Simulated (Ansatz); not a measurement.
`C=N[SiH2]O[SiH3]` + `C=[C](S)[GeH3]` → `[SiH3]O[SiH2]S` + `C=N[C](=C)[GeH3]`  (redistribution)

Gas-phase electronic energies from Ansatz, PBE0-D4/def2-TZVP geometries. CCSD(T)/CBS is the MP2 limit (def2-TZVPP, def2-QZVPP) plus CCSD(T) − MP2 in def2-TZVPP, frozen cores. Functionals use def2-TZVPP. For Ge outer-core shells are correlated without core-valence functions, which leaves a few kJ/mol of doubt a bond. Scalar relativity is left out up to krypton. Each species was taken in one conformer, which may not be the lowest.

`C=N[SiH2]O[SiH3]`:

Cartesian coordinates in Å:
```
C -0.428 -2.128 -0.935
N -1.201 -1.177 -1.209
Si -0.965 0.492 -0.832
O 0.436 0.791 -0.041
Si 1.170 1.177 1.367
H -0.685 -3.153 -1.227
H 0.529 -2.012 -0.403
H -0.944 1.227 -2.116
H -2.110 0.911 0.014
H 2.057 0.057 1.773
H 1.983 2.404 1.179
H 0.157 1.412 2.430
```

`C=[C](S)[GeH3]`:

```xyz
10

C     1.565   -0.120    0.621
C     0.304    0.269    0.440
S    -0.406    1.481    1.497
Ge   -0.833   -0.564   -0.902
H     2.209    0.324    1.374
H     1.994   -0.911    0.016
H    -1.433    1.830    0.705
H    -1.954   -1.359   -0.214
H     0.027   -1.490   -1.775
H    -1.473    0.540   -1.762
```

`[SiH3]O[SiH2]S`:

Cartesian coordinates in Å:
```
Si 1.041 -1.112 0.842
O 0.404 0.388 0.630
Si -0.844 1.140 -0.105
S -1.488 0.131 -1.869
H 2.096 -1.003 1.878
H 1.635 -1.600 -0.428
H -0.007 -2.064 1.292
H -2.038 1.139 0.771
H -0.397 2.513 -0.424
H -0.402 0.467 -2.587
```

`C=N[C](=C)[GeH3]`:

Cartesian coordinates in Å:
```
C -0.783 -0.263 1.871
N -1.304 -0.086 0.733
C -0.486 0.066 -0.395
C -1.091 0.247 -1.571
Ge 1.481 0.027 -0.328
H -1.433 -0.379 2.736
H 0.299 -0.309 2.051
H -0.530 0.372 -2.489
H -2.175 0.271 -1.623
H 1.982 0.231 -1.765
H 2.037 1.144 0.573
H 2.000 -1.319 0.209
```

CCSD(T)/CBS gives -0.21 eV.

(1) Another level gave -0.30 eV. Which?
A. HF/def2-TZVPP
B. PBE-D4/def2-TZVPP
C. SCS-MP2/def2-TZVPP
D. CCSD(T)/def2-TZVPP

Largest T1 diagnostic among the species: 0.013.

Answers

(1) B. PBE-D4 -0.30, CCSD(T)/def2-TZVPP -0.22, SCS-MP2/def2-TZVPP -0.16, HF/def2-TZVPP -0.11 eV.

In def2-TZVPP, CCSD(T) changes the Hartree–Fock value by −0.11 eV (the triples alone add −0.03 eV) and MP2 by −0.09 eV.
